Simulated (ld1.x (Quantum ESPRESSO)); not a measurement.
**oxygen PAW: all-electron and pseudo phase curves**

O, PAW, made with ld1.x (Quantum ESPRESSO) 7.5 (PBEsol, scalar-relativistic). Core [He], reference 2s2 2p4. Waves: 2s (bound): rcut 0.80, rcutus 0.95 bohr; 2s channel at 1.85 Ry: rcut 0.80, rcutus 0.95 bohr; 2p (bound): rcut 1.00, rcutus 1.25 bohr; 2p channel at 0.1 Ry: rcut 1.00, rcutus 1.25 bohr. Local part: all-electron potential smoothed inside 1.20 bohr (lloc = -1). Core correction: Bessel-smoothed model core inside 0.45 bohr. Augmentation charge: BESSEL, radius 0.80 bohr.

The phase is arctan(r·u′/u) with u = r·R(r), unwrapped; energies in Ry, scanned from -4 to 5 Ry. A pole is an energy at which the radial function vanishes at the test radius. The pseudo phase is shifted by a multiple of π to meet the all-electron one at the reference energy, and phase errors are pseudo minus all-electron; the curves can meet again beyond the range given. Levels narrower than the energy grid can be missing from the lists of poles.

```csv
channel,radius (bohr),reference energy (Ry),"poles, all-electron","poles, pseudo",unbroken range about the reference energy with phases within 0.05 rad,phase error 1 Ry above the reference energy (rad)
s,1.35,-1.75,1.16,1.16,the whole range,+0.000
p,1.35,-0.66,1.70,1.70,the whole range,-0.000
```

Phases in the p channel:

| E (Ry) | all-electron | pseudo |
| --- | --- | --- |
| -4.00 | 1.121 | 1.121 |
| -3.76 | 1.098 | 1.098 |
| -3.52 | 1.071 | 1.071 |
| -3.28 | 1.040 | 1.040 |
| -3.04 | 1.002 | 1.002 |
| -2.80 | 0.957 | 0.957 |
| -2.56 | 0.900 | 0.900 |
| -2.32 | 0.828 | 0.828 |
| -2.08 | 0.735 | 0.735 |
| -1.84 | 0.612 | 0.612 |
| -1.60 | 0.444 | 0.444 |
| -1.36 | 0.221 | 0.221 |
| -1.12 | -0.061 | -0.061 |
| -0.88 | -0.371 | -0.371 |
| -0.64 | -0.657 | -0.657 |
| -0.40 | -0.888 | -0.888 |
| -0.16 | -1.061 | -1.061 |
| 0.08 | -1.190 | -1.190 |
| 0.32 | -1.287 | -1.287 |
| 0.56 | -1.362 | -1.362 |
| 0.80 | -1.422 | -1.422 |
| 1.04 | -1.471 | -1.471 |
| 1.28 | -1.512 | -1.512 |
| 1.52 | -1.547 | -1.547 |
| 1.76 | -1.578 | -1.578 |
| 2.00 | -1.605 | -1.605 |
| 2.24 | -1.630 | -1.630 |
| 2.48 | -1.653 | -1.652 |
| 2.72 | -1.674 | -1.673 |
| 2.96 | -1.694 | -1.693 |
| 3.20 | -1.714 | -1.712 |
| 3.44 | -1.732 | -1.731 |
| 3.68 | -1.751 | -1.749 |
| 3.92 | -1.770 | -1.767 |
| 4.16 | -1.788 | -1.785 |
| 4.40 | -1.808 | -1.804 |
| 4.64 | -1.828 | -1.822 |
| 4.88 | -1.848 | -1.842 |
